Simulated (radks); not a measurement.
The germanium anion Ge- inside a hard spherical wall (all orbitals vanish at R), configuration held at [Ar] 3d10 4s2 4p3 and not refilled when levels cross. Calculated with a radial shooting solver on a logarithmic mesh with Libxc functionals: scalar-relativistic Kohn-Sham, LDA (Slater exchange, VWN5 correlation), spin-polarised, spherical densities, point nucleus; open shells are filled with parallel spins first. Eigenvalues in eV for spin up, with the zero of energy where the potential of the charges vanishes at infinity; a dash marks a level that is unbound or too diffuse for the functional's potential to be trusted. A positive occupied level is held by the wall or, in an anion where self-interaction has pushed it up, behind a barrier. The pressure on the wall is -dE/dV.

| R (bohr) | E (hartree) | kinetic (hartree) | e(3p) | e(3d) | e(4s) | e(4p) | e(5s, empty) | e(5p, empty) | pressure (GPa) |
|---|---|---|---|---|---|---|---|---|---|
| 20 | -2095.99024 | 2133.128 | -108.77 | -22.992 | -6.280 | 1.026 | 1.988 | 2.322 | 0.000176 |
| 12 | -2095.98822 | 2133.137 | -108.48 | -22.702 | -6.022 | 1.251 | 3.163 | 4.423 | 0.0170 |
| 8 | -2095.96923 | 2133.216 | -107.33 | -21.564 | -5.102 | 2.135 | 6.135 | 9.131 | 0.520 |
| 7 | -2095.94753 | 2133.302 | -106.51 | -20.751 | -4.486 | 2.797 | 8.263 | 12.133 | 1.52 |
| 5 | -2095.75898 | 2133.998 | -102.45 | -16.752 | -1.475 | 6.432 | 19.895 | 26.755 | 20.9 |
| 4 | -2095.33461 | 2135.417 | -97.273 | -11.704 | 2.883 | 11.980 | 37.391 | 46.942 | 108 |
| 3 | -2093.70842 | 2140.372 | -86.094 | -0.875 | 15.276 | 27.433 | 84.607 | 98.536 | 826 |
| 2.5 | -2091.16587 | 2147.830 | -74.749 | 10.237 | 31.676 | 47.010 | 141.22 | 158.15 | 2920 |
| 2 | -2084.24308 | 2167.719 | -53.087 | 32.324 | 71.729 | 92.488 | 262.75 | 282.26 | 13500 |
